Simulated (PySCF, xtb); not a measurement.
SiFCl2Br, SMILES F[Si](Cl)(Cl)Br.

xtb with GFN2-xTB at its own geometry gives an orbital gap of 6.56 eV and a dipole moment of 4.80 D.

The structure is a stationary point at ωB97X-D3(BJ)/def2-SVP.

Question: What does M06-2X/def2-TZVP in PySCF give? (An estimate is asked for; the answer gives what the named calculation found.)

Answer: gap 10.64 eV (levels -10.45 and 0.19 eV), dipole 0.76 D.
